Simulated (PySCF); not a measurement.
# Solvent effects on NMR parameters

Molfile (atoms numbered from 1):
```
C3H16Si4
     RDKit          3D

 23 22  0  0  0  0  0  0  0  0999 V2000
   -4.4669   -0.8443    0.3971 C   0  0  0  0  0  0  0  0  0  0  0  0
   -3.0867   -0.3747    0.8320 C   0  0  0  0  0  0  0  0  0  0  0  0
   -2.0515   -0.4271   -0.2911 C   0  0  0  0  0  0  0  0  0  0  0  0
   -0.3142    0.1154    0.2192 Si  0  0  0  0  0  4  0  0  0  0  0  0
    1.2075    0.0154   -1.5637 Si  0  0  0  0  0  4  0  0  0  0  0  0
    3.2939    0.8077   -0.8442 Si  0  0  0  0  0  4  0  0  0  0  0  0
    3.9745   -0.4632    1.0064 Si  0  0  0  0  0  4  0  0  0  0  0  0
   -4.4378   -1.8853    0.0363 H   0  0  0  0  0  0  0  0  0  0  0  0
   -4.8588   -0.2219   -0.4233 H   0  0  0  0  0  0  0  0  0  0  0  0
   -5.1900   -0.7979    1.2259 H   0  0  0  0  0  0  0  0  0  0  0  0
   -2.7397   -0.9882    1.6819 H   0  0  0  0  0  0  0  0  0  0  0  0
   -3.1543    0.6569    1.2195 H   0  0  0  0  0  0  0  0  0  0  0  0
   -2.3705    0.2090   -1.1362 H   0  0  0  0  0  0  0  0  0  0  0  0
   -1.9784   -1.4515   -0.6986 H   0  0  0  0  0  0  0  0  0  0  0  0
    0.2027   -0.7650    1.3174 H   0  0  0  0  0  0  0  0  0  0  0  0
   -0.3374    1.5180    0.7479 H   0  0  0  0  0  0  0  0  0  0  0  0
    1.3648   -1.4070   -2.0118 H   0  0  0  0  0  0  0  0  0  0  0  0
    0.7085    0.8144   -2.7296 H   0  0  0  0  0  0  0  0  0  0  0  0
    3.1650    2.2428   -0.4337 H   0  0  0  0  0  0  0  0  0  0  0  0
    4.3187    0.7182   -1.9330 H   0  0  0  0  0  0  0  0  0  0  0  0
    4.0464   -1.9084    0.6265 H   0  0  0  0  0  0  0  0  0  0  0  0
    2.9755   -0.3107    2.1091 H   0  0  0  0  0  0  0  0  0  0  0  0
    5.3150   -0.0293    1.5082 H   0  0  0  0  0  0  0  0  0  0  0  0
  1  2  1  0
  2  3  1  0
  3  4  1  0
  4  5  1  0
  5  6  1  0
  6  7  1  0
  1  8  1  0
  1  9  1  0
  1 10  1  0
  2 11  1  0
  2 12  1  0
  3 13  1  0
  3 14  1  0
  4 15  1  0
  4 16  1  0
  5 17  1  0
  5 18  1  0
  6 19  1  0
  6 20  1  0
  7 21  1  0
  7 22  1  0
  7 23  1  0
M  END
```

GIAO PBE0/pcSseg-1 in PySCF on one PBE0-D3(BJ)/def2-SVP conformer, non-relativistic, equivalent nuclei averaged. Solvents enter as an IEF-PCM continuum (methanol with ε = 32.6, water with ε = 78.4) around the gas-phase geometry. Shifts are referred to TMS computed in the same medium.

Gas phase, δ in ppm: C2 25.0, C1 20.5, C3 15.0, Si4 -63.5, Si7 -105.0, Si5 -114.5, Si6 -115.9, H15/H16 3.87, H21/H22/H23 3.60, H19/H20 3.52, H17/H18 3.45, H11/H12 1.34, H8/H9/H10 1.09, H13/H14 0.59. Dipole moment 1.14 D.

(1) How does each δ change in the continuum?

(2) Which of the listed nuclei move most (in ppm), and what does the model miss?

Answers

(1) 
```csv
atoms,environment,"Δδ, methanol","Δδ, water"
C2,sp3 CH2,+0.7,+0.7
C1,methyl carbon,+0.2,+0.2
C3,sp3 CH2 bonded to Si,+0.5,+0.5
Si4,"silicon bonded to C, Si, 2 H",+0.8,+0.9
Si7,"silicon bonded to Si, 3 H",+0.5,+0.5
Si5,"silicon bonded to 2 Si, 2 H",+0.7,+0.7
Si6,"silicon bonded to 2 Si, 2 H",+0.6,+0.6
H15/H16,"hydrogen on a silicon bonded to C, Si",-0.11,-0.12
H21/H22/H23,hydrogen on a silicon bonded to Si,-0.05,-0.05
H19/H20,hydrogen on a silicon bonded to 2 Si,-0.05,-0.05
H17/H18,hydrogen on a silicon bonded to 2 Si,-0.05,-0.05
H11/H12,hydrogen on an sp3 CH2,0.00,0.00
H8/H9/H10,hydrogen on a methyl carbon,-0.01,-0.01
H13/H14,hydrogen on an sp3 CH2 bonded to Si,+0.11,+0.12
```

Changes are relative to the gas phase. The dipole moment becomes 1.34 D in methanol, 1.35 D in water.

(2) Si4 (silicon bonded to C, Si, 2 H, +0.9 ppm) in water. A continuum only polarises the solute; specific hydrogen bonds, the anisotropy of aromatic solvents and changes of geometry or conformer are outside it.
